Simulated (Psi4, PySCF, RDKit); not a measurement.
Conformational energy of SMILES CC[SiH2]SC (C3H10SSi). Scanned: dihedral C1–C2–Si3–S4; all other coordinates were relaxed at GFN2-xTB. Points at φ and −φ are mirror images. Heavy atoms are numbered in the order of the SMILES CC[SiH2]SC, hydrogens after them in the order of the atoms that carry them; the mirror image has the same energies with the sign of each dihedral reversed.

- RKS-B3LYP/6-31G* = restricted B3LYP/6-31G*, spherical d, density fitting // GFN2-xTB (PySCF)
- MMFF94 // GFN2-xTB (RDKit)
- RHF/STO-3G = restricted Hartree-Fock/STO-3G // GFN2-xTB run with PySCF
- PBE-D3(BJ)/def2-TZVP // GFN2-xTB (Psi4)

Energies relative to the lowest point of each profile, in mEh; the last columns give the difference from PBE-D3(BJ):

| φ / ° | RKS-B3LYP/6-31G* | MMFF94 | RHF/STO-3G | PBE-D3(BJ)/def2-TZVP | RKS-B3LYP/6-31G* − PBE-D3(BJ)/def2-TZVP | MMFF94 − PBE-D3(BJ)/def2-TZVP | RHF/STO-3G − PBE-D3(BJ)/def2-TZVP |
|---|---|---|---|---|---|---|---|
| -160 | 0.4 | 0.7 | 0.6 | 0.9 | -0.5 | -0.3 | -0.3 |
| -140 | 1.3 | 2.0 | 1.6 | 1.9 | -0.5 | 0.2 | -0.3 |
| -120 | 1.8 | 2.6 | 2.0 | 2.3 | -0.5 | 0.3 | -0.2 |
| -100 | 1.3 | 1.7 | 1.5 | 1.6 | -0.4 | 0.1 | -0.2 |
| -80 | 0.3 | 0.3 | 0.4 | 0.5 | -0.2 | -0.2 | -0.1 |
| -60 | 0.0 | 0.3 | 0.0 | 0.0 | 0.0 | 0.3 | 0.0 |
| -40 | 0.8 | 2.3 | 0.8 | 0.6 | 0.1 | 1.6 | 0.2 |
| -20 | 2.1 | 4.4 | 2.1 | 1.9 | 0.2 | 2.5 | 0.2 |
| 0 | 2.7 | 5.1 | 2.6 | 2.5 | 0.2 | 2.6 | 0.1 |
| 20 | 2.1 | 4.4 | 2.1 | 1.9 | 0.2 | 2.5 | 0.2 |
| 40 | 0.8 | 2.3 | 0.8 | 0.6 | 0.1 | 1.6 | 0.2 |
| 60 | 0.0 | 0.3 | 0.0 | 0.0 | 0.0 | 0.3 | 0.0 |
| 80 | 0.3 | 0.3 | 0.4 | 0.5 | -0.2 | -0.2 | -0.1 |
| 100 | 1.3 | 1.7 | 1.5 | 1.6 | -0.4 | 0.1 | -0.2 |
| 120 | 1.8 | 2.6 | 2.0 | 2.3 | -0.5 | 0.3 | -0.2 |
| 140 | 1.3 | 2.0 | 1.6 | 1.9 | -0.5 | 0.2 | -0.3 |
| 160 | 0.4 | 0.7 | 0.6 | 0.9 | -0.5 | -0.3 | -0.3 |
| 180 | 0.0 | 0.0 | 0.1 | 0.5 | -0.5 | -0.5 | -0.3 |

RKS-B3LYP/6-31G* is furthest from PBE-D3(BJ)/def2-TZVP at -140 (-0.5 mEh, below); its mean absolute difference over the points is 0.3 mEh.

MMFF94 is furthest from PBE-D3(BJ)/def2-TZVP at 0 (2.6 mEh, above); its mean absolute difference over the points is 0.8 mEh.

RHF/STO-3G is furthest from PBE-D3(BJ)/def2-TZVP at 180 (-0.3 mEh, below); its mean absolute difference over the points is 0.2 mEh.

MMFF94 has few fitted parameters for silicon.
